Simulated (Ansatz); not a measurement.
A nudged elastic band was laid between two geometries of AlH6N3 (10 atoms, charge 0, multiplicity 1).

The calculation used RHF/def2-mTZVP in Ansatz 0.2.0.

| Item | Value |
| --- | --- |
| movable images | 9 |
| climbing image | yes |
| spring | 5.0 eV/Å² |
| optimiser | quadratic models (default) |
| start path | through a guess of the saddle point |
| force threshold | 0.05 eV/Å |
| iteration limit | 60 |
| end points | relaxed |

Image 0:

```xyz
10
Properties=species:S:1:pos:R:3
N -1.477 0.319 -0.909
Al 0.009 -0.005 0.000
N 0.541 -1.675 0.260
N 0.961 1.340 0.649
H -1.804 1.224 -1.173
H -2.115 -0.374 -1.234
H 1.313 -1.951 0.828
H 0.115 -2.483 -0.139
H 0.692 2.300 0.623
H 1.848 1.255 1.097
```

Image 10:

```xyz
10
Properties=species:S:1:pos:R:3
N -1.477 0.319 -0.909
Al 0.008 -0.005 0.000
N 0.549 -1.673 0.248
N 0.953 1.339 0.663
H -2.078 -0.376 -1.298
H -1.844 1.224 -1.112
H 1.359 -1.946 0.762
H 0.092 -2.486 -0.107
H 0.712 2.304 0.591
H 1.809 1.248 1.166
```

(1) What changes between the two ends?

(2) What energy profile does the band end with?

(3) What is the geometry of the highest image?

(4) What are the harmonic wavenumbers there?

Answers

(1) No bond is made or broken.  The two ends are copies of one structure, up to a mirror image or an exchange of like atoms.

(2) It converged. The highest image is number 2 of 0 to 10, 18.2 kJ/mol above the ends, which have the same energy within 2 meV. A vibrational analysis at the climbing image gives one clearly imaginary mode, 308i cm⁻¹: a first-order saddle point.

```csv
image,path coordinate (Å),energy (kJ/mol)
0,0.00,0.0
1,0.82,8.3
2,1.63,18.2
3,1.88,17.1
4,2.13,14.1
5,2.38,9.8
6,2.62,5.4
7,2.87,2.0
8,3.12,0.3
9,3.37,0.0
10,3.61,0.0
```

(3) 
```xyz
10
Properties=species:S:1:pos:R:3:forces:R:3
N -1.512 0.330 -0.890 0.00 0.00 0.00
Al 0.000 -0.003 -0.005 0.00 0.00 0.00
N 0.617 -1.653 0.158 0.00 0.00 0.00
N 0.929 1.306 0.738 0.00 0.00 0.00
H -1.581 0.526 -1.865 0.00 0.00 0.00
H -2.424 0.347 -0.487 0.00 0.00 0.00
H 1.449 -1.929 0.633 0.00 0.00 0.00
H 0.164 -2.453 -0.227 0.00 0.00 0.00
H 0.661 2.266 0.700 0.00 0.00 0.00
H 1.780 1.212 1.248 0.00 0.00 0.00
```

(4) 308i, 212, 217, 239, 268, 350, 433, 442, 462, 687, 691, 721, 764, 902, 914, 1745, 1752, 1756, 3780, 3783, 3784, 3854, 3864, 3865 cm⁻¹.

Time of the run: 91 s on 2 threads of AMD EPYC 9R45 96-Core Processor (Zen 5) (shared host), peak memory 0.19 GiB.
